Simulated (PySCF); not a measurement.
How methods differ on the ionisation energy of Cl(2+)

Cl(2+) [Ne] 3s2 3p3 (4S) → Cl(3+) [Ne] 3s2 3p2 (3P), as a difference of total energies. All numbers are calculated (PySCF 2.14, the non-relativistic Hamiltonian (point nucleus), in aug-cc-pwCVTZ (8s7p5d3f, 75 functions)). Correlated levels: valence: [Ne] frozen. The calculations carry no spin-orbit coupling.

Q: Order these methods by the ionisation energy they give, lowest first.
A. CCSD (valence)
B. SCS-MP2 (valence)
C. CCSD(T) (valence)
D. UHF

A: D (38.961 eV), B (39.421 eV), A (39.550 eV), C (39.587 eV).

A first-order spin-orbit estimate (lowest level to lowest level, LS coupling) adds -0.099 eV.

Errors of the correlated levels include the incompleteness of this basis and the frozen core.

For comparison: 39.8 ± 0.11 eV (semi-empirical (NIST evaluation); NIST Atomic Spectra Database, ionization energies).
